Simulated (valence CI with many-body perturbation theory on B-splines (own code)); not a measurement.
**E1 line list for Nd⁴⁵⁺**

Computed by configuration interaction combined with many-body perturbation theory (CI+MBPT): five valence electrons over a frozen Dirac-Fock core [Ne], radial functions for each j: 11 s, 11 p, 10 d, 8 f, 5 g, 2 h, with the one-electron correlation potential Σ1, the two-electron term Σ2, the three-electron term Σ3, Breit, model QED; selected CI, second order for the rest, scaled by the run's own slope (own B-spline code, finite nucleus).

No measured spectrum was set against this ion. As an estimate, large intervals hold to a few tenths of a per cent, small ones and those within an open d or f shell to about a per cent. Among the levels kept, up to 3100 cm⁻¹ of a level comes from second order outside the variational space, and about a tenth of that is noise between levels of different J, which matters for small intervals.

Lines 201 to 250 of 566 in falling wavelength, among levels below 52.567 Ry, chosen from the strongest by gf and those to the six lowest levels. Wavelengths and rates use the calculated energies. Electric multipoles are in the length gauge, E1 and E2 with the static RPA response of the core. Weak lines are less certain than strong ones. Lines between different terms over intervals too small for the method are left out, as are lines whose strength nearly cancels. Where a level lies close to another of its J and parity, the split of strength between their lines is uncertain. The highest levels of a list are the least certain.

Levels are named by their leading jj configuration (3d3/2^4 stands for four electrons in 3d with j = 3/2), which in mixed levels can hold well under half, so a name can repeat and another be missing. Letters in brackets count levels of one name in rising energy.

| λ vac (nm) | Upper | Lower | A (s⁻¹) | S (a.u.) |
| --- | --- | --- | --- | --- |
| 5.300 | (3s^2 3p1/2 3p3/2 3d5/2) J=5/2 [b] | (3s^2 3p1/2 3p3/2^2) J=3/2 | 3.16e+11 | 1.39e-01 |
| 5.295 | (3s 3p1/2^2 3d3/2 3d5/2) J=5/2 [b] | (3s 3p1/2^2 3p3/2 3d3/2) J=5/2 [a] | 4.62e+10 | 2.03e-02 |
| 5.290 | (3s^2 3p3/2 3d3/2 3d5/2) J=1/2 [b] | (3s^2 3p3/2^2 3d3/2) J=3/2 [b] | 9.73e+10 | 1.42e-02 |
| 5.278 | (3s 3p1/2 3p3/2^2 3d3/2) J=3/2 [a] | (3s^2 3p1/2 3p3/2 3d3/2) J=3/2 [a] | 3.15e+10 | 9.15e-03 |
| 5.272 | (3s^2 3p3/2^2 3d5/2) J=5/2 [b] | (3s^2 3p3/2^3) J=3/2 | 4.47e+11 | 1.94e-01 |
| 5.272 | (3s^2 3p3/2 3d3/2 3d5/2) J=9/2 [b] | (3s^2 3p3/2^2 3d3/2) J=7/2 | 3.44e+11 | 2.49e-01 |
| 5.269 | (3s^2 3p3/2 3d3/2 3d5/2) J=3/2 [b] | (3s^2 3p3/2^2 3d3/2) J=5/2 | 3.35e+10 | 9.68e-03 |
| 5.268 | (3s 3p1/2 3p3/2^2 3d3/2) J=3/2 [c] | (3s^2 3p1/2 3p3/2 3d5/2) J=3/2 [a] | 3.38e+10 | 9.75e-03 |
| 5.240 | (3s 3p1/2 3p3/2^2 3d3/2) J=1/2 [c] | (3s^2 3p1/2 3p3/2 3d5/2) J=3/2 [b] | 5.80e+10 | 8.23e-03 |
| 5.235 | (3s^2 3p3/2 3d3/2 3d5/2) J=1/2 [b] | (3s^2 3p3/2^2 3d5/2) J=1/2 | 2.00e+11 | 2.84e-02 |
| 5.230 | (3s 3p1/2 3p3/2^2 3d5/2) J=3/2 [d] | (3s 3p1/2 3p3/2^3) J=5/2 | 1.16e+11 | 3.29e-02 |
| 5.230 | (3s 3p1/2 3p3/2^2 3d3/2) J=5/2 [b] | (3s^2 3p1/2 3p3/2 3d3/2) J=3/2 [b] | 5.87e+10 | 2.49e-02 |
| 5.221 | (3s^2 3p3/2 3d3/2 3d5/2) J=3/2 [c] | (3s^2 3p3/2^2 3d3/2) J=1/2 | 2.90e+11 | 8.14e-02 |
| 5.214 | (3s 3p1/2^2 3p3/2 3d3/2) J=5/2 [b] | (3s^2 3p1/2^2 3d5/2) J=5/2 | 3.24e+09 | 1.36e-03 |
| 5.211 | (3s^2 3p3/2 3d3/2 3d5/2) J=3/2 [c] | (3s^2 3p3/2^2 3d3/2) J=3/2 [a] | 5.65e+10 | 1.58e-02 |
| 5.198 | (3s^2 3p1/2 3p3/2 3d5/2) J=3/2 [b] | (3s^2 3p1/2 3p3/2^2) J=3/2 | 6.23e+09 | 1.73e-03 |
| 5.172 | (3s 3p1/2 3p3/2^2 3d5/2) J=9/2 [a] | (3s^2 3p1/2 3p3/2 3d5/2) J=7/2 [a] | 9.84e+10 | 6.72e-02 |
| 5.159 | (3s 3p1/2 3p3/2^3) J=3/2 [a] | (3s^2 3p1/2 3p3/2^2) J=1/2 | 1.96e+10 | 5.33e-03 |
| 5.153 | (3s^2 3p1/2 3p3/2 3d5/2) J=1/2 | (3s^2 3p1/2 3p3/2^2) J=3/2 | 7.07e+10 | 9.55e-03 |
| 5.149 | (3s^2 3p3/2 3d3/2 3d5/2) J=5/2 [d] | (3s^2 3p3/2^2 3d3/2) J=3/2 [a] | 8.40e+10 | 3.40e-02 |
| 5.137 | (3s^2 3p3/2 3d3/2 3d5/2) J=5/2 [d] | (3s^2 3p3/2^2 3d3/2) J=7/2 | 6.52e+10 | 2.62e-02 |
| 5.133 | (3s 3p1/2^2 3d5/2^2) J=1/2 | (3s 3p1/2^2 3p3/2 3d5/2) J=3/2 [a] | 8.78e+10 | 1.17e-02 |
| 5.129 | (3p1/2^2 3p3/2^2 3d3/2) J=7/2 | (3s 3p1/2^2 3p3/2 3d5/2) J=7/2 [a] | 1.84e+10 | 9.82e-03 |
| 5.119 | (3s 3p1/2^2 3p3/2 3d3/2) J=5/2 [a] | (3s^2 3p1/2^2 3d3/2) J=3/2 | 7.34e+08 | 2.92e-04 |
| 5.119 | (3s 3p1/2^2 3p3/2 3d5/2) J=5/2 [b] | (3s 3p1/2^2 3p3/2^2) J=5/2 | 3.48e+10 | 1.38e-02 |
| 5.116 | (3s 3p1/2 3p3/2^2 3d5/2) J=5/2 [f] | (3s 3p1/2 3p3/2^3) J=3/2 [a] | 1.11e+11 | 4.38e-02 |
| 5.107 | (3p1/2^2 3p3/2^2 3d3/2) J=5/2 | (3s 3p1/2^2 3p3/2 3d5/2) J=5/2 [a] | 2.36e+10 | 9.32e-03 |
| 5.090 | (3s 3p1/2 3p3/2^2 3d3/2) J=5/2 [a] | (3s^2 3p1/2 3p3/2 3d3/2) J=3/2 [a] | 9.37e+10 | 3.66e-02 |
| 5.086 | (3s 3p1/2^2 3p3/2 3d5/2) J=3/2 [b] | (3s 3p1/2^2 3p3/2^2) J=5/2 | 3.39e+10 | 8.80e-03 |
| 5.084 | (3s 3p1/2^2 3p3/2 3d3/2) J=3/2 [a] | (3s^2 3p1/2^2 3d3/2) J=3/2 | 6.15e+09 | 1.59e-03 |
| 5.081 | (3s 3p1/2 3p3/2^2 3d3/2) J=7/2 [b] | (3s^2 3p1/2 3p3/2 3d3/2) J=5/2 [b] | 6.35e+10 | 3.29e-02 |
| 5.078 | (3s 3p1/2 3p3/2^2 3d3/2) J=3/2 [d] | (3s^2 3p1/2 3p3/2 3d3/2) J=1/2 [b] | 8.02e+10 | 2.07e-02 |
| 5.067 | (3s^2 3p3/2 3d5/2^2) J=3/2 | (3s^2 3p3/2^2 3d5/2) J=1/2 | 4.07e+10 | 1.05e-02 |
| 5.062 | (3s 3p1/2^2 3p3/2 3d3/2) J=1/2 [a] | (3s^2 3p1/2^2 3d3/2) J=3/2 | 7.60e+08 | 9.72e-05 |
| 5.055 | (3s 3p1/2 3p3/2^2 3d3/2) J=5/2 [a] | (3s^2 3p1/2 3p3/2 3d3/2) J=5/2 [a] | 6.43e+10 | 2.46e-02 |
| 5.046 | (3s 3p1/2 3p3/2^2 3d5/2) J=11/2 | (3s^2 3p1/2 3p3/2 3d5/2) J=9/2 | 7.08e+10 | 5.39e-02 |
| 5.012 | (3s^2 3p1/2 3d5/2^2) J=9/2 | (3s^2 3p1/2 3p3/2 3d3/2) J=7/2 | 2.49e+10 | 1.55e-02 |
| 4.999 | (3s 3p1/2^2 3p3/2 3d5/2) J=5/2 [a] | (3s^2 3p1/2^2 3d5/2) J=5/2 | 6.09e+10 | 2.25e-02 |
| 4.997 | (3s 3p1/2 3p3/2^2 3d3/2) J=1/2 [e] | (3s^2 3p1/2 3p3/2 3d5/2) J=3/2 [b] | 1.89e+11 | 2.33e-02 |
| 4.991 | (3s 3p1/2^2 3p3/2^2) J=5/2 | (3s^2 3p1/2^2 3p3/2) J=3/2 | 9.96e+10 | 3.67e-02 |
| 4.989 | (3s 3p1/2 3p3/2^2 3d5/2) J=3/2 [d] | (3s 3p1/2 3p3/2^3) J=3/2 [a] | 3.87e+10 | 9.49e-03 |
| 4.988 | (3s 3p1/2 3p3/2^2 3d3/2) J=1/2 [a] | (3s^2 3p1/2 3p3/2 3d3/2) J=1/2 [a] | 3.08e+11 | 3.78e-02 |
| 4.959 | (3s 3p1/2 3p3/2^2 3d3/2) J=3/2 [b] | (3s^2 3p1/2 3p3/2 3d3/2) J=1/2 [a] | 7.41e+10 | 1.78e-02 |
| 4.951 | (3s 3p1/2 3p3/2^2 3d3/2) J=3/2 [b] | (3s^2 3p1/2 3p3/2 3d3/2) J=3/2 [a] | 1.26e+11 | 3.03e-02 |
| 4.949 | (3s^2 3p3/2 3d5/2^2) J=7/2 [b] | (3s^2 3p3/2^2 3d5/2) J=7/2 | 1.89e+11 | 9.05e-02 |
| 4.923 | (3s 3p1/2 3p3/2^2 3d5/2) J=3/2 [b] | (3s^2 3p1/2 3p3/2 3d5/2) J=3/2 [b] | 4.90e+10 | 1.15e-02 |
| 4.922 | (3s 3p1/2 3p3/2^2 3d5/2) J=9/2 [b] | (3s^2 3p1/2 3p3/2 3d5/2) J=9/2 | 1.14e+11 | 6.69e-02 |
| 4.922 | (3s 3p1/2 3p3/2^3) J=3/2 [a] | (3s^2 3p1/2 3p3/2^2) J=5/2 | 2.07e+10 | 4.87e-03 |
| 4.921 | (3s 3p1/2 3p3/2^2 3d5/2) J=7/2 [a] | (3s^2 3p1/2 3p3/2 3d3/2) J=5/2 [b] | 4.98e+10 | 2.34e-02 |
| 4.916 | (3s^2 3p3/2 3d5/2^2) J=5/2 [b] | (3s^2 3p3/2^2 3d5/2) J=7/2 | 1.27e+11 | 4.45e-02 |
